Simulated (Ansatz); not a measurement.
Two structures of SiN2H5F, closed shell, reached by relaxing down either side of one saddle point (PBE0-D4/def2-TZVP). Energies are electronic, without zero-point energy. Ansatz 0.2.0; basis: def2-TZVPP and def2-QZVPP; cores frozen in the correlated methods. Extrapolation: Hartree–Fock as exp(−7.88 √X), correlation as X^−2.97. First:

```tsv
atom	x (Å)	y (Å)	z (Å)
Si1	0.1951	-0.2706	-0.4397
F2	-0.5176	-1.5603	-1.0721
H3	1.3845	-0.0506	-1.2961
N4	-0.6897	1.1728	-0.4824
N5	0.4228	-0.6941	1.1900
H6	-0.6740	1.7734	-1.2893
H7	-1.5161	1.3050	0.0773
H8	0.6133	-1.6449	1.4574
H9	0.7818	-0.0307	1.8549
```

Second:

| atom | x (Å) | y (Å) | z (Å) |
| --- | --- | --- | --- |
| Si1 | 0.0471 | -0.1412 | -0.1855 |
| F2 | 0.6970 | -2.0263 | -2.7397 |
| H3 | 0.5072 | -1.4781 | -1.9949 |
| N4 | -0.7395 | 1.3694 | -0.1564 |
| N5 | 0.4082 | -0.4064 | 1.4579 |
| H6 | -1.0721 | 1.7844 | -1.0112 |
| H7 | -0.9330 | 1.9476 | 0.6470 |
| H8 | 0.8862 | -1.2453 | 1.7435 |
| H9 | 0.1989 | 0.1960 | 2.2393 |

Q: Which bonds change from the first to the second?

A: SiN₂H₅F ([NH2][SiH]([NH2])[F]) → SiN₂H₄ ([NH2][Si][NH2]) + HF; bonds formed: F2–H3; bonds broken: Si1–F2, Si1–H3.

Q: Give the saddle point's structure and its height above each. (An estimate is asked for; the value comes from the calculation.)

A: The calculation gives: 3.811 eV above the first and 1.136 eV above the second (CCSD(T) at an estimated basis limit (MP2 extrapolated from triple and quadruple zeta, plus CCSD(T) − MP2 in triple zeta)).
```json
{"atom": "Si1", "x (Å)": "0.5259", "y (Å)": "0.0347", "z (Å)": "-0.3359"}
{"atom": "F2", "x (Å)": "-0.1765", "y (Å)": "-1.5300", "z (Å)": "-1.5571"}
{"atom": "H3", "x (Å)": "0.8665", "y (Å)": "-0.8988", "z (Å)": "-1.6073"}
{"atom": "N4", "x (Å)": "-0.6197", "y (Å)": "1.2807", "z (Å)": "-0.3745"}
{"atom": "N5", "x (Å)": "0.5420", "y (Å)": "-0.5265", "z (Å)": "1.2613"}
{"atom": "H6", "x (Å)": "-0.8327", "y (Å)": "1.7579", "z (Å)": "-1.2337"}
{"atom": "H7", "x (Å)": "-1.2912", "y (Å)": "1.4751", "z (Å)": "0.3506"}
{"atom": "H8", "x (Å)": "1.1229", "y (Å)": "-1.3018", "z (Å)": "1.5299"}
{"atom": "H9", "x (Å)": "-0.1372", "y (Å)": "-0.2914", "z (Å)": "1.9666"}
```

T1 diagnostic: at most 0.016.

Losses and insertions of silylenes and their heavier kin drive the gas-phase chemistry of silicon and germanium vapour deposition.

Labels in which every atom is bracketed show which atoms are joined, not bond orders.

For scale, one of the runs: CCSD(T)/def2-TZVPP, 205 basis functions, launched by `ansatz run in.yaml --threads 4 --pin off --events-out ev --progress --plain --max-ram 9574MiB`. The run took 43 s on 4 CPU threads of an Arm Neoverse V2 (shared host), with 2.7 GiB of host memory at its peak.
